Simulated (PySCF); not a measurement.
Spin-rotation constants: `C#[C][GeH2][O][SiH2][SiH3]`, C₂H₈GeOSi₂

Molfile (atoms numbered from 1):
```
C2H8GeOSi2
     RDKit          3D

 14 13  0  0  0  0  0  0  0  0999 V2000
    1.2843    2.2559   -0.5600 C   0  0  0  0  0  0  0  0  0  0  0  0
    1.6214    1.1509   -0.1795 C   0  0  0  0  0  0  0  0  0  0  0  0
    2.1024   -0.5844    0.4332 Ge  0  0  0  0  0  4  0  0  0  0  0  0
    0.7123   -1.2351    1.3163 O   0  0  0  0  0  0  0  0  0  0  0  0
   -0.9094   -1.4672    1.0181 Si  0  0  0  0  0  4  0  0  0  0  0  0
   -2.0017    0.4652    0.2324 Si  0  0  0  0  0  4  0  0  0  0  0  0
    0.9836    3.2327   -0.8965 H   0  0  0  0  0  0  0  0  0  0  0  0
    2.4080   -1.4858   -0.7720 H   0  0  0  0  0  0  0  0  0  0  0  0
    3.2537   -0.4998    1.4371 H   0  0  0  0  0  0  0  0  0  0  0  0
   -1.5407   -1.9014    2.3003 H   0  0  0  0  0  0  0  0  0  0  0  0
   -1.1033   -2.5626    0.0115 H   0  0  0  0  0  0  0  0  0  0  0  0
   -1.6405    0.7764   -1.1842 H   0  0  0  0  0  0  0  0  0  0  0  0
   -1.7011    1.6520    1.0900 H   0  0  0  0  0  0  0  0  0  0  0  0
   -3.4762    0.2008    0.2904 H   0  0  0  0  0  0  0  0  0  0  0  0
  1  2  3  0
  2  3  1  0
  3  4  1  0
  4  5  1  0
  5  6  1  0
  1  7  1  0
  3  8  1  0
  3  9  1  0
  5 10  1  0
  5 11  1  0
  6 12  1  0
  6 13  1  0
  6 14  1  0
M  END
```

Method: GIAO B97-2/pcSseg-1 magnetisability, rotational g tensor and spin-rotation constants, non-relativistic, gas phase in PySCF. Geometry: PBE0-D3(BJ)/def2-SVP.

The calculation is non-relativistic, which matters for the atoms heavier than Zn.

Question: Give the nuclear spin-rotation constants along the inertial axes (H = +C I·J) beside the isotropic shieldings.

Answer: Rotational constants 1.9888, 1.0174, 0.6961 GHz. A star marks the isotopologue with that one atom substituted, in its own axes.
| atom | isotope | Caa (kHz) | Cbb (kHz) | Ccc (kHz) | mean (kHz) | σ (ppm) |
| --- | --- | --- | --- | --- | --- | --- |
| H7 | 1H | -0.196 | 0.010 | -0.077 | -0.088 | 29.0 |
| H8 | 1H | -0.145 | -0.082 | 0.018 | -0.070 | 26.2 |
| H9 | 1H | -0.040 | -0.081 | -0.021 | -0.047 | 26.3 |
| H10 | 1H | -0.123 | -0.029 | -0.014 | -0.056 | 26.0 |
| H11 | 1H | -0.172 | -0.060 | 0.025 | -0.069 | 25.9 |
| H12 | 1H | -0.162 | -0.043 | -0.014 | -0.073 | 27.7 |
| H13 | 1H | -0.177 | -0.054 | -0.001 | -0.077 | 27.6 |
| H14 | 1H | 0.064 | -0.088 | -0.069 | -0.031 | 28.2 |
| C1 | 13C* | 0.712 | 0.078 | 0.266 | 0.352 | 80.9 |
| C2 | 13C* | 0.681 | 0.027 | 0.263 | 0.324 | 98.5 |
| Ge3 | 73Ge* | -0.535 | -0.301 | -0.204 | -0.347 | 1417.7 |
| O4 | 17O* | -0.250 | -0.023 | -0.022 | -0.098 | 323.9 |
| Si5 | 29Si* | -0.992 | -0.642 | -0.468 | -0.700 | 375.4 |
| Si6 | 29Si* | -0.999 | -0.504 | -0.348 | -0.617 | 458.7 |

For the geometry as given, no vibrational averaging.

Question: How do the rotational constants and the g tensor change when H7, H8, H9, H10, H11, H12, H13, H14 are replaced by deuterium?

Answer: Constants 1.7297, 0.9163, 0.6312 GHz; g -0.0189, -0.0138, -0.0101, against -0.0217, -0.0154, -0.0111 before.
